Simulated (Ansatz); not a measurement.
Saddle point of Si$_{2}$NH$_{9}$OF$_{2}$, closed shell (Si₂H₄F₂ ([F][SiH]([F])[SiH3]) + H₂O + NH₃ → SiNH₃F₂ ([NH2][SiH]([F])[F]) + SiH₄ + H₂O; bonds formed: Si2–H8, H6–O9; dative contacts that become bonds: Si1–N7; bonds broken: Si1–Si2, H6–N7, H8–O9), PBE0-D4/def2-TZVP structure:

```
15
angstrom
Si -1.3715 0.2089 -0.4687
Si 1.1118 -1.4792 -0.6260
F -2.6906 1.0794 -0.7538
F -1.7945 -0.5566 0.8587
H -1.1912 -0.5458 -1.7130
H 0.2724 1.1235 1.0912
N -0.2680 1.5461 -0.0152
H 0.8946 -0.3687 1.0568
O 0.8643 0.4107 1.8503
H 2.4090 -2.1165 -0.2124
H 0.2455 -2.6284 -1.0475
H 1.4566 -0.8041 -1.9310
H 0.5271 1.6112 -0.6452
H -0.7396 2.4464 0.0197
H 0.2744 0.0731 2.5359
```

Energies are electronic, without zero-point energy. Barriers and step energies count from the start structure reached by relaxing down the imaginary mode; all methods use the PBE0-D4 structures, on which another method's saddle can fall below an end. Ansatz 0.2.0; basis: def2-TZVPP, with def2-QZVPP for the basis limit; cores frozen in the correlated methods. B3LYP uses VWN-RPA correlation. Extrapolation: Hartree–Fock as exp(−7.88 √X), correlation as X^−2.97.

| method | barrier (kcal/mol) | step energy (kcal/mol) |
| --- | --- | --- |
| SPW92 | 22.51 | -4.41 |
| PBE-D4 | ? | -8.21 |
| BLYP-D4 | 34.42 | -13.51 |
| r2SCAN-D4 | 34.11 | -11.78 |
| B97M-V | 39.72 | -12.80 |
| PBE0-D4 | ? | -10.08 |
| B3LYP-D4 | 37.89 | -14.52 |
| r2SCAN0-D4 | 37.17 | -12.79 |
| BHLYP-D4 | 43.59 | -16.36 |
| CAM-B3LYP-D4 | 39.56 | -15.28 |
| wB97X-V | 41.86 | -13.12 |
| wB97M-V | 39.51 | -14.12 |
| B2PLYP | 40.37 | -16.20 |
| PBE-QIDH | ? | -13.05 |
| RPA on PBE | 41.69 | -15.08 |
| HF | 55.71 | -24.83 |
| MP2 | 40.03 | -16.02 |
| CCSD | 44.25 | -16.22 |
| CCSD(T) | 41.51 | -14.79 |

Q: Fill in the withheld barriers. (An estimate is asked for; the value comes from the calculation.)

A: The calculation gives: PBE-QIDH 39.50; PBE-D4 31.30; PBE0-D4 35.65 kcal/mol. Each is the energy of the saddle less that of the start structure, by the same method.

For comparison, the barrier by CCSD(T) at an estimated basis limit (MP2 extrapolated from triple and quadruple zeta, plus CCSD(T) − MP2 in triple zeta) is 41.91 kcal/mol.

T1 diagnostic: at most 0.013.

Labels in which every atom is bracketed show which atoms are joined, not bond orders.

For scale, one of the runs: CCSD(T)/def2-TZVPP, 334 basis functions, launched by `ansatz run in.yaml --threads 4 --pin off --events-out ev --progress --plain --max-ram 46080MiB --backend cuda --devices 0, --max-vram 37GiB`. Hardware: 4 CPU threads of an AMD EPYC 7R13 and a share of one NVIDIA H100, shared host. Wall time 6 s; peak host memory 0.87 GiB.
